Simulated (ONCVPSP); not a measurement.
# What one change does to a pseudopotential (S (Z = 16), ONCV)

```
Element                 : sulfur (S)
Generator               : ONCVPSP 4.0.1
Type                    : optimised norm-conserving Vanderbilt (ONCV)
Functional              : PBE
Relativity              : non-relativistic
Frozen core             : [He]
Valence charge          : 14
Reference configuration : 2s2 2p6 3s2 3p4
Partial waves           : 2s+3s: rc 0.70 bohr, ncon 4, nbas 8, qcut 15.5 1/bohr, 2 projectors; 2p+3p: rc 0.80 bohr, ncon 3, nbas 7, qcut 21.3 1/bohr, 2 projectors
Local potential         : polynomial inside 0.60 bohr (lpopt 3, dvloc0 0 Ha)
Core correction         : Teter function, fcfact 4.5, rcfact 1.1
```

Change: core correction none.

Cutoffs: the cutoffs (Ha) at which the residual kinetic energy of the hardest occupied pseudo-wave falls to 1 and 0.1 mHa per electron; they do not see the model core or the augmentation charge, which bear on the density cutoff. Errors are all-electron minus pseudo energies relative to the spin-unpolarised reference configuration.

Q: How do hardness, ghosts and transferability respond?

A: The potential gets neither clearly harder nor softer (152 Ha and 173 Ha → 152 Ha and 173 Ha); of the 4 tests that both files solve, the error grows in 0 and shrinks in 1 by more than 15 % and 0.3 meV (median size 1.4 → 1.2 meV); neither file shows a bound ghost.

| quantity | base | changed |
| --- | --- | --- |
| cutoff, loose | 152 Ha | 152 Ha |
| cutoff, tight | 173 Ha | 173 Ha |
| bound ghosts | none | none |
| GHOST(+) flags under 300 eV | none | none |
| error for 2s2 2p6 3s2 3p3, meV [ΔE 11.78 eV] | +0.3 | +0.3 |
| error for 2s2 2p6 3s2 3p2, meV [ΔE 34.08 eV] | +2.1 | +2.2 |
| error for 2s2 2p6 3s2 3p1, meV [ΔE 68.13 eV] | +8.1 | +8.2 |
| error for 2s2 2p6 3s1 3p4, meV [ΔE 22.52 eV] | -0.7 | -0.3 |
| s: phases at 0.71 bohr within 0.05 rad from the reference energy up to (Ha; the scan ends near 5) | to the end of the scan | to the end of the scan |
| p: phases at 0.81 bohr within 0.05 rad from the reference energy up to (Ha; the scan ends near 5) | to the end of the scan | to the end of the scan |
